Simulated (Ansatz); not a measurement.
Reactions of CH4ClFOSi (`O[SiH](Cl)CF`).

Gas-phase electronic energies from Ansatz, PBE0-D4/def2-TZVP geometries. CCSD(T)/CBS adds triple-zeta CCSD(T) − MP2 to the extrapolated MP2 energy (def2 sets, frozen cores). This one scheme is used for every species. Functionals use def2-TZVPP. For Br outer-core shells are correlated without core-valence functions, which leaves a few kJ/mol of doubt a bond. Scalar relativity is left out up to krypton. Each species was taken in one conformer, which may not be the lowest.

```tsv
reaction	ωB97X-V (kJ/mol)	CCSD(T)/CBS(def2) (kJ/mol)
`O[SiH](Cl)CF` + `C#C[SiH](Cl)Cl` → `O[SiH](Cl)C#C[SiH](Cl)Cl` + `CF`	-50	-55
`O[SiH](Cl)CF` + HBr → `O[SiH](Cl)Br` + `CF`	-111	-116
`O[SiH](Cl)CF` + `O[Si](O)(F)F` → `O[SiH](Cl)O[Si](O)(F)F` + `CF`	-149	-153
`O[SiH](Cl)CF` + `O[SiH](O)S` → `O[SiH](O)S[SiH](O)Cl` + `CF`	-88	-93
```

Largest T1 diagnostic: 0.012, for `O[SiH](O)S[SiH](O)Cl`.
